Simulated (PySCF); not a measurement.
A GIAO shielding run with PySCF 2.14 (density fitting, non-relativistic, gas phase) on SMILES [C@H]1(OC(C)=O)CCC[O+]1[AlH3-], C₆H₁₃AlO₃:

```
$ OMP_NUM_THREADS=1 python probes_run.py task.json out

{"job": {"kind": "nmr", "xc": "PBE0", "basis": "pcSseg-1"}, "charge": 0, "multiplicity": 1}
C      2.963296     1.046463     0.806131
C      2.219244    -0.127426     0.261150
O      2.680312    -1.052214    -0.343044
O      0.887756    -0.016315     0.533795
C      0.009262    -0.863451    -0.156903
C     -0.764878    -1.756082     0.789034
C     -1.851474    -0.814750     1.298631
C     -2.206802    -0.030344     0.048788
O     -0.990873    -0.033755    -0.739007
Al    -0.543673     1.529950    -1.901942
H      2.618551     1.290119     1.819894
H      2.744706     1.914349     0.164494
H      4.039165     0.841256     0.795011
H      0.554026    -1.378950    -0.958359
H     -1.197813    -2.594834     0.222094
H     -0.113273    -2.164843     1.571665
H     -2.719710    -1.336371     1.722897
H     -1.438945    -0.144507     2.066977
H     -2.486341     1.016125     0.235241
H     -2.988471    -0.513681    -0.556378
H     -0.651532     2.724561    -0.831127
H     -1.743730     1.417064    -2.958830
H      0.928188     1.068621    -2.344610
```

Hardware: 1 thread of an Arm Neoverse V2, shared host. The job also computes population analyses, field gradients, ring-centre shieldings.

Task: How large is the calculation?

Result: 86 electrons, 242 basis functions and 1276 auxiliary functions.

Task: How long does it take, and how much memory does it need?

Result: 51 s of wall time, with 14 SCF cycles and 5 response iterations; peak memory 1.3 GiB. Times on a shared host scatter by some tens of per cent.

Task: And these other runs on the same molecule and hardware: GIAO shielding at WP04/pcSseg-1?

Result: WP04/pcSseg-1: 242 functions, 55 s.
